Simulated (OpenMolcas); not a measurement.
## Si2H4ClF: a line through the functionals

The species is Si2H4ClF (8 atoms), meant as a singlet with charge 0. As SMILES, `F[SiH]([SiH3])Cl`. Geometry: relaxed at PBE0-D4/def2-TZVP.

The HOMO–LUMO gap y, in eV, basis def2-SVP; a is the functional's share of exact exchange. Programs: OpenMolcas 26.06.

```
functional     program     a  y (eV)
    r2SCAN  OpenMolcas     0    6.53
      BLYP  OpenMolcas     0    6.01
     B3LYP  OpenMolcas   0.2       ?
      PBE0  OpenMolcas  0.25    8.05
     BHLYP  OpenMolcas   0.5   10.20
```

Problem. Fit y = c + s·a to the known rows and predict B3LYP.

Solution. 
1. Means of the 4 rows: a = 0.1875, y = 7.697.
2. Σ(Δa)² = 0.17188, Σ(Δa·Δy) = 1.3394, so the slope is 1.3394/0.17188 = 7.7926.
3. Intercept: 7.697 − (7.7926) × 0.1875 = 6.236. The largest residual of the fit is 0.29.
4. B3LYP: 6.236 + (7.7926) × 0.2 = 7.79 eV.

The run gave 7.69 eV, so the prediction is off by +0.10 eV, within the largest residual. Exact exchange lowers occupied levels and raises empty ones. The rows mix families of semi-local functionals, which the line can't see.
